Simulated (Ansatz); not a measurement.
CdHI (SMILES [CdH][I]) moved off its minimum; all values from Ansatz (a first-principles code), cores frozen in correlated methods. Elements past Kr take the def2 small-core potentials, without spin–orbit coupling.
(charge 0, multiplicity 1)
```xyz
3

Cd     0.03137    -0.02940    -1.34769
H     -0.01529    -0.08368    -3.06405
I      0.03507     0.03152     1.29389
```

Give the forces (eV/Å), the total energy and the dipole at CCSD(T)/def2-TZVPPD.


```tsv
atom	Fx	Fy	Fz
Cd1	-0.051	-0.025	-0.377
H2	0.038	0.027	0.636
I3	0.013	-0.002	-0.259
```
Energy -464.7536 hartree, dipole 1.84 D.
